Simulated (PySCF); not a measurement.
Species: C₃H₈OSSi.
Numbering: `[CH3:1][C:2](=[S:3])[CH2:4][O:5][SiH3:6]` (hydrogens: H7, H8, H9 on C1; H10, H11 on C4; H12, H13, H14 on Si6)

The same species was optimised twice, with GFN2-xTB and with PBE0-D3(BJ)/def2-SVP (PySCF), and the same property calculations (PySCF, gas phase) were run on both structures.

| coordinate | GFN2-xTB | PBE0-D3(BJ)/def2-SVP | change |
| --- | --- | --- | --- |
| O5–Si6 (Å) | 1.624 | 1.671 | +0.047 |
| C4–O5 (Å) | 1.388 | 1.399 | +0.011 |
| C2–C4 (Å) | 1.501 | 1.511 | +0.010 |
| C1–C2 (Å) | 1.482 | 1.488 | +0.006 |
| C2=S3 (Å) | 1.623 | 1.626 | +0.003 |
| C4–O5–Si6 (°) | 129.4 | 123.8 | -5.6 |
| C1–C2–S3 (°) | 123.0 | 124.1 | +1.1 |
| C1–C2–C4 (°) | 117.2 | 116.2 | -1.0 |
| S3–C2–C4 (°) | 119.8 | 119.7 | -0.1 |
| C2–C4–O5 (°) | 112.1 | 112.0 | -0.1 |
| C1–C2–C4–O5 (°) | -1 | -5 | -4 |
| C2–C4–O5–Si6 (°) | -178 | 180 | -2 |

Rotational constants: A = 6690, B = 952.1, C = 850.2 MHz (GFN2-xTB) against A = 6433, B = 945.6, C = 841.3 MHz (PBE0-D3(BJ)/def2-SVP). Atoms that the bonding makes alike are paired by their places after alignment.

On the GFN2-xTB structure: lowest singlet, TDDFT (eV) 2.61 [CAM-B3LYP/def2-SVPD]; isotropic polarisability (au) 88.4 [CAM-B3LYP/def2-SVPD]; HOMO (eV) -7.80 [CAM-B3LYP/def2-SVPD]; LUMO (eV) -0.94 [CAM-B3LYP/def2-SVPD]; dipole (D) 2.58 [CAM-B3LYP/def2-SVPD].

Task: What do these properties become on the PBE0-D3(BJ)/def2-SVP structure?

Result: 
| property | level | on GFN2-xTB | on PBE0-D3(BJ)/def2-SVP | change |
| --- | --- | --- | --- | --- |
| lowest singlet, TDDFT (eV) | CAM-B3LYP/def2-SVPD | 2.61 | 2.62 | +0.01 |
| isotropic polarisability (au) | CAM-B3LYP/def2-SVPD | 88.4 | 90.3 | +1.9 |
| HOMO (eV) | CAM-B3LYP/def2-SVPD | -7.80 | -7.82 | -0.02 |
| LUMO (eV) | CAM-B3LYP/def2-SVPD | -0.94 | -0.96 | -0.02 |
| dipole (D) | CAM-B3LYP/def2-SVPD | 2.58 | 2.60 | +0.02 |
| energy, GFN2-xTB geometry as zero (kcal/mol) | CAM-B3LYP/def2-SVPD | 0.0 | -2.9 | -2.9 |

The heavy atoms differ by 0.049 Å rms after alignment (one structure mirrored). Among bonds between heavy atoms O5–Si6 changes most (+0.047 Å). Changes are differences of the printed values. Neither structure is proved a minimum here.

Conformer computed: `[CH3:1][C:2](=[S:3])[CH2:4][O:5][SiH3:6]`: C1–C2–C4–O5 -5°, C2–C4–O5–Si6 180°.
